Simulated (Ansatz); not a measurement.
Isolated molecules relaxed with PBE0-D4/def2-TZVP in Ansatz; ΔE leaves out vibrations. CCSD(T)/CBS is the MP2 limit (def2-TZVPP, def2-QZVPP) plus CCSD(T) − MP2 in def2-TZVPP, frozen cores. This one scheme is used for every species. Functionals use def2-TZVPP. B3LYP here is the variant with VWN-RPA as its local correlation; programs differ in this. def2 core potentials past Kr. For Sn outer-core shells are correlated without core-valence functions, which leaves a few kJ/mol of doubt a bond. One conformer a species, not always the lowest.

Consider the cleavage of the Sn–Al bond: `[CH3][Al]([CH3])[SnH3]` + `N[SiH](O)F` → `N[SiH](F)[O][SnH3]` + `[CH3][AlH][CH3]`.

```tsv
level	ΔE (kJ/mol)	difference from CCSD(T)/CBS
B3LYP-D4	8.5	-1.5
ωB97X-V	4.0	-6.0
ωB97M-V	7.5	-2.5
B2PLYP	8.6	-1.4
PBE	26.3	16.3
SCS-MP2/def2-TZVPP	2.3	-7.7
HF/def2-QZVPP	-6.4	-16.4
MP2/def2-QZVPP	9.0	-1.0
SCS-MP2/def2-QZVPP	1.7	-8.3
HF/CBS(def2)	-6.8	-16.8
CCSD(T)/CBS	10.0	0
```

Largest T1 diagnostic among the species: 0.013.

The D4 term adds −4.1 kJ/mol with B3LYP and −2.0 kJ/mol with PBE0; it sums over pairs of atoms, weighted by their polarisabilities, and B3LYP, whose exchange is more repulsive, gets the larger term. In def2-TZVPP, CCSD(T) changes the Hartree–Fock value by +12.9 kJ/mol (the triples alone add +0.0 kJ/mol) and MP2 by +13.1 kJ/mol.
